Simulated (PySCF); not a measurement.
# 19F chemical shifts

[PySCF 2.14.0 with density-fitted response routines: NMR shieldings at PBE0/pcSseg-1/GIAO; coordinates at the GFN2-xTB level; rapidly exchanging positions averaged; non-relativistic Hamiltonian; one computed conformer; no solvent]

Shieldings were converted by a linear fit to measured shifts: 19F (scatter 6.0 ppm rms, 7.0 ppm with the 5 outliers that the fit left out vs CFCl3, solution or neat liquid, with a term for F on sp3 carbon). Occasional misses reach two or three times the rms, and more in compound classes unlike the fitted ones.

Problem. Give the 19F shifts of `CC[C@@]1(O[C@H](C)F)CCO1`, `CO[C@@H](C)[C@@H](Cl)CCF`.

Solution. 
```
                compound                environment  δ (ppm)
CC[C@@]1(O[C@H](C)F)CCO1  fluorine on an sp3 carbon   -124.4
CO[C@@H](C)[C@@H](Cl)CCF  fluorine on an sp3 carbon   -224.2
```

Problem. Match the shifts -91.0, -109.1, -119.1, -216.0, -224.5 ppm to `CO[C@@]1(F)CCCCOC1`, `CO[C@@H](C)[C@H](Cl)CCF`, `COC[C@@](F)(OC)C1CC1`, `CC[C@@H](OC)[C@@](C)(F)Cl`, `CO[C@](C)(CF)CCCl`.

Solution. -91.0: CC[C@@H](OC)[C@@](C)(F)Cl (fluorine on an sp3 carbon); -109.1: COC[C@@](F)(OC)C1CC1 (fluorine on an sp3 carbon); -119.1: CO[C@@]1(F)CCCCOC1 (fluorine on an sp3 carbon); -216.0: CO[C@](C)(CF)CCCl (fluorine on an sp3 carbon); -224.5: CO[C@@H](C)[C@H](Cl)CCF (fluorine on an sp3 carbon).
